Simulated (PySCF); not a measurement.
## Radial density of Al (aluminium, neutral)

UHF, [Ne] 3s1 3p2, high-spin 4P determinant (an excited configuration). Calculation: PySCF 2.14, in dyall-av3z; the spin-free X2C one-electron Hamiltonian (Gaussian nucleus).

| r (bohr) | 4πr²ρ (e/bohr) | 4πr²(ρα − ρβ) |
| --- | --- | --- |
| 0.00224 | 0.09344 | 0.0002 |
| 0.00377 | 0.2477 | 0.0005 |
| 0.00635 | 0.6407 | 0.0013 |
| 0.0107 | 1.589 | 0.0033 |
| 0.0180 | 3.666 | 0.0075 |
| 0.0302 | 7.471 | 0.0150 |
| 0.0508 | 12.36 | 0.0237 |
| 0.0854 | 14.56 | 0.0265 |
| 0.144 | 10.88 | 0.0326 |
| 0.242 | 8.739 | 0.1070 |
| 0.407 | 12.56 | 0.1862 |
| 0.684 | 9.039 | 0.0166 |
| 1.15 | 2.028 | 0.2013 |
| 1.93 | 1.086 | 1.0299 |
| 3.25 | 0.8268 | 0.8267 |
| 5.47 | 0.1274 | 0.1274 |
| 9.21 | 0.002557 | 0.0026 |

Densities and radii are taken from the X2C orbitals without a picture-change correction, which distorts them close to the nucleus.
